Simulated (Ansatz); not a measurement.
`FC1CCCCC1` and `SC1CCCCC1` differ in one atom or group.

Ansatz, PBE0-D4/def2-TZVP geometries, multiplicity 1. Each molecule was computed in one conformer, which needn't be the lowest.

```csv
property,`FC1CCCCC1`
HOMO energy (ωB97M-V/def2-TZVPP) / eV,-10.75
LUMO energy (B3LYP/def2-TZVPP) / eV,0.71
HOMO–LUMO gap (ωB97M-V/def2-TZVPP) / eV,13.21
HOMO energy (PBE/def2-TZVPP) / eV,-7.03
HOMO energy (B3LYP/def2-TZVPP) / eV,-8.27
size of the dipole moment (B3LYP/def2-TZVPP) / D,1.76
```

(1) What does the change do to each property? (Best estimate.)

Results:

(1) Ansatz gave: 
```json
{"property": "HOMO energy (ωB97M-V/def2-TZVPP) / eV", "`SC1CCCCC1`": "-8.88", "shift": "1.87"}
{"property": "LUMO energy (B3LYP/def2-TZVPP) / eV", "`SC1CCCCC1`": "0.24", "shift": "-0.47"}
{"property": "HOMO–LUMO gap (ωB97M-V/def2-TZVPP) / eV", "`SC1CCCCC1`": "11.05", "shift": "-2.16"}
{"property": "HOMO energy (PBE/def2-TZVPP) / eV", "`SC1CCCCC1`": "-5.39", "shift": "1.64"}
{"property": "HOMO energy (B3LYP/def2-TZVPP) / eV", "`SC1CCCCC1`": "-6.40", "shift": "1.87"}
{"property": "size of the dipole moment (B3LYP/def2-TZVPP) / D", "`SC1CCCCC1`": "1.57", "shift": "-0.19"}
```

With PBE0 the HOMO rises by 1.82 eV and the LUMO falls by 0.51 eV, so the gap narrows by about 2.33 eV. PBE moves the HOMO by 1.64 eV and ωB97M-V by 1.87 eV. Dipoles are sizes alone; their direction can turn.

B3LYP here is the variant with VWN-RPA as its local correlation; programs differ in this.
